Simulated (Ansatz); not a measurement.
Sn(H)2(OH)(OMe) (CH6O2Sn), SMILES C[O][SnH2][OH].

Coordinates come from a B3LYP-D3(BJ)/def2-SVP optimisation. The structure was generated by enumeration; whether it is a known compound was not checked. The def2 effective core potentials stand for the cores of Sn; spin–orbit coupling is left out. One conformer was computed; it need not be the lowest.

Two levels are set side by side: PBE/def2-SVPD (Ansatz, a quantum-chemistry and plane-wave program) and PBE0/def2-SVPD (Ansatz). Energy differences of separate SCF runs at the same geometry; the states with an electron removed or added have multiplicity 2 and 2. Differences are taken from unrounded values.

```json
[
 {"quantity": "vertical ionisation energy (eV)", "PBE": "9.50"},
 {"quantity": "vertical singlet–triplet gap (eV)", "PBE": "5.02"}
]
```

Question: These are the PBE values. What does PBE0 give? (Estimate from the structure and the level; the computed values follow.)

Answer: 
| quantity | PBE0 | PBE minus PBE0 |
|---|---|---|
| vertical ionisation energy (eV) | 9.83 | -0.33 |
| vertical singlet–triplet gap (eV) | 5.52 | -0.50 |
